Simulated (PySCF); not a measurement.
# Spinor energies of K (potassium, neutral)

Start: [Ar] 4s1; 4s1/2 filled at m_j = +1/2. Calculated with PySCF 2.14 in x2c-QZVPPall-2c (11s9p4d3f, 79 functions): generalised Hartree-Fock with the X2C-1e Hamiltonian and a Gaussian nucleus; one run each with spin-orbit coupling (SO) switched off, then screened by Boettger's factors.

```json
{"spinor shell": "1s1/2", "electrons": "2", "ε, spin-free (eV)": "-3650.0", "ε, screened SO (eV)": "-3650.0", "weight of nominal j (screened SO)": "1.000", "rms radius, screened SO (bohr)": "0.0937"}
{"spinor shell": "2s1/2", "electrons": "2", "ε, spin-free (eV)": "-397.32", "ε, screened SO (eV)": "-397.32", "weight of nominal j (screened SO)": "1.000", "rms radius, screened SO (bohr)": "0.418"}
{"spinor shell": "2p1/2", "electrons": "2", "ε, spin-free (eV)": "-313.58", "ε, screened SO (eV)": "-315.61", "weight of nominal j (screened SO)": "1.000", "rms radius, screened SO (bohr)": "0.386"}
{"spinor shell": "2p3/2", "electrons": "4", "ε, spin-free (eV)": "-313.58", "ε, screened SO (eV)": "-312.58", "weight of nominal j (screened SO)": "1.000", "rms radius, screened SO (bohr)": "0.388"}
{"spinor shell": "3s1/2", "electrons": "2", "ε, spin-free (eV)": "-47.917", "ε, screened SO (eV)": "-47.917", "weight of nominal j (screened SO)": "1.000", "rms radius, screened SO (bohr)": "1.37"}
{"spinor shell": "3p1/2", "electrons": "2", "ε, spin-free (eV)": "-25.935", "ε, screened SO (eV)": "-26.138", "weight of nominal j (screened SO)": "0.995", "rms radius, screened SO (bohr)": "1.56"}
{"spinor shell": "4s1/2", "electrons": "1", "ε, spin-free (eV)": "-4.033", "ε, screened SO (eV)": "-4.033", "weight of nominal j (screened SO)": "1.000", "rms radius, screened SO (bohr)": "5.59"}
```

(1) Where does 3p3/2 lie, and what is the 3p spin-orbit splitting (screened SO)?

```csv
quantity,spin-free,screened SO
E (hartree),-601.46256,-601.46505
M_J,1/2,1/2
⟨J²⟩,0.750,0.750
⟨L²⟩,0.000,0.000
⟨S²⟩,0.750,0.750
```

Without spin-orbit coupling the j labels of p, d and f shells carry no meaning; the spin-free column gives the mean over the occupied spinors of each nl shell.

Results:

(1) At -25.834 eV, 0.305 eV above 3p1/2.
